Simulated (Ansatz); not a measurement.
The cluster V2S⁺. Charge 1, multiplicity 2. Geometry PBE0-D4/def2-TZVP.

```csv
atom,x (Å),y (Å),z (Å)
V1,-0.490,1.918,-0.920
V2,0.512,-1.999,0.957
S3,-0.022,0.081,-0.038
```

The 6-31G sets use Cartesian d functions. B3LYP takes the VWN-RPA correlation. At HF/STO-3G, HF/6-31G, PBE-D4/def2-SVP, B3LYP-D4/6-31G and others the charge 1 doublet is spin-contaminated (final ⟨S²⟩ up to 3.82, 0.75 for a pure state). The geometry of the doublet was relaxed on an unsound state (⟨S²⟩ 3.82, where a pure state has 0.75). The structure comes from a short search, and lower isomers may exist.

Question: Estimate the α-spin orbital energies around the gap (eV) in Ansatz with HF/STO-3G, HF/6-31G, PBE-D4/def2-SVP, B3LYP-D4/6-31G, PBE0-D4/def2-SVP.

Answer: 
| orbital | HF/STO-3G | HF/6-31G | PBE-D4/def2-SVP | B3LYP-D4/6-31G | PBE0-D4/def2-SVP |
| --- | --- | --- | --- | --- | --- |
| HOMO−5 | -12.12 | -17.17 | -10.71 | -11.57 | -11.73 |
| HOMO−4 | -12.12 | -17.10 | -10.71 | -11.57 | -11.73 |
| HOMO−3 | -11.40 | -16.21 | -8.85 | -9.88 | -10.45 |
| HOMO−2 | -10.47 | -13.54 | -8.33 | -9.30 | -9.69 |
| HOMO−1 | -10.47 | -13.54 | -8.33 | -9.30 | -9.69 |
| HOMO | -9.00 | -9.98 | -8.25 | -8.50 | -8.87 |
| LUMO | -1.25 | -4.75 | -8.02 | -6.84 | -5.90 |
| LUMO+1 | 2.67 | -2.30 | -7.06 | -5.90 | -5.59 |
| LUMO+2 | 2.67 | -2.30 | -6.55 | -5.60 | -5.43 |
| LUMO+3 | 3.26 | -1.96 | -6.55 | -5.60 | -5.09 |
| LUMO+4 | 3.72 | -1.96 | -6.55 | -5.49 | -5.09 |
| LUMO+5 | 3.73 | -1.80 | -5.58 | -5.15 | -4.42 |
| β HOMO | -10.56 | -13.53 | -8.58 | -10.51 | -10.65 |
| β LUMO | -0.57 | -5.07 | -7.86 | -6.92 | -6.68 |
